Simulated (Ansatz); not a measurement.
A geometry relaxed with B3LYP-D3(BJ)/def2-TZVP (Ansatz, a program for electronic structure), charge 0, multiplicity 2:

```xyz
6

C      1.7100     0.0152    -0.1490
Si    -1.1992    -0.1801    -0.9066
H     -1.8161     1.1511    -1.1037
H      2.7478     0.0629     0.0799
H     -1.9687    -1.0176     0.0409
C      0.5261    -0.0315    -0.3953
```

**Question.** Write the SMILES of this molecule.

**Answer.** `C#C[SiH2]`
